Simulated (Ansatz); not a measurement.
`[NH]=[Ta]([NH2])([OH])[OH]` at its PBE0-D4/def2-TZVP geometry, where that method's forces vanish. Charge 0, multiplicity 1. Ta: def2 effective core potential.

```json
{"atom": "N1", "x (Å)": "0.834", "y (Å)": "-1.050", "z (Å)": "1.071"}
{"atom": "Ta2", "x (Å)": "-0.200", "y (Å)": "-0.168", "z (Å)": "-0.061"}
{"atom": "N3", "x (Å)": "0.682", "y (Å)": "1.599", "z (Å)": "-0.271"}
{"atom": "O4", "x (Å)": "-1.982", "y (Å)": "0.052", "z (Å)": "0.617"}
{"atom": "O5", "x (Å)": "-0.327", "y (Å)": "-1.055", "z (Å)": "-1.758"}
{"atom": "H6", "x (Å)": "1.373", "y (Å)": "-1.611", "z (Å)": "1.708"}
{"atom": "H7", "x (Å)": "0.330", "y (Å)": "2.339", "z (Å)": "-0.861"}
{"atom": "H8", "x (Å)": "1.531", "y (Å)": "1.889", "z (Å)": "0.186"}
{"atom": "H9", "x (Å)": "-2.361", "y (Å)": "-0.166", "z (Å)": "1.466"}
{"atom": "H10", "x (Å)": "0.121", "y (Å)": "-1.828", "z (Å)": "-2.097"}
```

(1) For each bond, give half the difference of the two atoms' forces along it (eV/Å; positive pushes the atoms apart) under PBE-D4, r2SCAN-D4, B3LYP-D4, ωB97M-V in def2-TZVPP. (Estimate.)

Results:

(1) Ansatz gave: 
```tsv
bond	length (Å)	PBE-D4	r2SCAN-D4	B3LYP-D4	ωB97M-V
N1–Ta2	1.769	0.33	0.26	0.28	-0.13
N1–H6	1.005	0.02	-0.14	-0.22	0.01
Ta2–N3	1.986	-0.11	0.00	0.08	0.06
Ta2–O4	1.919	-0.02	0.01	0.09	0.07
Ta2–O5	1.919	-0.02	0.01	0.09	0.07
N3–H7	1.010	0.22	0.00	-0.06	-0.05
N3–H8	1.007	0.20	0.01	-0.05	-0.01
O4–H9	0.956	0.35	0.01	-0.05	-0.05
O5–H10	0.956	0.35	0.01	-0.05	-0.05
```

B3LYP here is the variant with VWN-RPA as its local correlation; programs differ in this.
